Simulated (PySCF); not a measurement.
# Electron correlation in P²⁺ (phosphorus, charge +2)

[Ne] 3s1 3p2, 3s spin antiparallel (an excited configuration). Calculation: PySCF 2.14, in aug-cc-pVDZ-DK; the spin-free X2C one-electron Hamiltonian (Gaussian nucleus). Frozen: [Ne]; 3 electrons correlated.

MP2 pair energies summed by pair of shells (mhartree):

| pair | energy | share (%) |
| --- | --- | --- |
| 3s-3p | -61.45 | 91.6 |
| 3p-3p | -5.60 | 8.4 |

Total MP2 correlation energy: -67.05 mhartree.

Same-spin part -5.60 and opposite-spin part -61.45 mhartree; SCS-MP2 scales them by 1/3 and 6/5 to -75.61 mhartree.
